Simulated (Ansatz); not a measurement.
`CN[Si](N)(F)F` and `N[Si](F)(F)Cl` differ in one atom or group.

Ansatz, PBE0-D4/def2-TZVP geometries, multiplicity 1. Each molecule was computed in one conformer, which needn't be the lowest.

```json
{"property": "LUMO energy (PBE0/def2-TZVPP) / eV", "`CN[Si](N)(F)F`": "0.79"}
{"property": "size of the dipole moment (ωB97M-V/def2-TZVPP) / D", "`CN[Si](N)(F)F`": "2.57"}
{"property": "HOMO energy (B3LYP/def2-TZVPP) / eV", "`CN[Si](N)(F)F`": "-7.07"}
{"property": "HOMO energy (ωB97M-V/def2-TZVPP) / eV", "`CN[Si](N)(F)F`": "-9.68"}
{"property": "LUMO energy (ωB97M-V/def2-TZVPP) / eV", "`CN[Si](N)(F)F`": "2.19"}
{"property": "HOMO–LUMO gap (PBE0/def2-TZVPP) / eV", "`CN[Si](N)(F)F`": "8.10"}
```

Q: Give the same properties after the change, and the shifts. (An estimate is asked.)

A: Ansatz gave: 
```tsv
property	`N[Si](F)(F)Cl`	shift
LUMO energy (PBE0/def2-TZVPP) / eV	0.46	-0.33
size of the dipole moment (ωB97M-V/def2-TZVPP) / D	2.74	0.17
HOMO energy (B3LYP/def2-TZVPP) / eV	-8.23	-1.16
HOMO energy (ωB97M-V/def2-TZVPP) / eV	-10.86	-1.18
LUMO energy (ωB97M-V/def2-TZVPP) / eV	1.95	-0.24
HOMO–LUMO gap (PBE0/def2-TZVPP) / eV	8.96	0.86
```

With PBE0 the HOMO falls by 1.19 eV and the LUMO falls by 0.33 eV, so the gap widens by about 0.86 eV. PBE moves the HOMO by -1.11 eV and ωB97M-V by -1.18 eV. Dipoles are sizes alone; their direction can turn.

B3LYP here is the variant with VWN-RPA as its local correlation; programs differ in this.
